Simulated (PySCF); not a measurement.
CuH, neutral, multiplicity 1.

```xyz
2

Cu     0.0000     0.0000    -0.0495
H      0.0000     0.0000     1.4359
```

Geometry: PBE0-D3(BJ)/def2-TZVPD. The multiplicity is an assumed one; other spin states were not compared.

These are HF/pcSseg-2 run with PySCF values and carry that method's errors. Non-relativistic, no solvent.

Give the absolute GIAO shielding of each atom: isotropic value and principal components (ppm). (An estimate is asked for; the answer gives what the named calculation found.)


```csv
atom,σ(iso),σ11,σ22,σ33,span
Cu1,2033.3,1847.1,1847.1,2405.7,558.5
H2,28.9,22.4,22.4,41.8,19.4
```
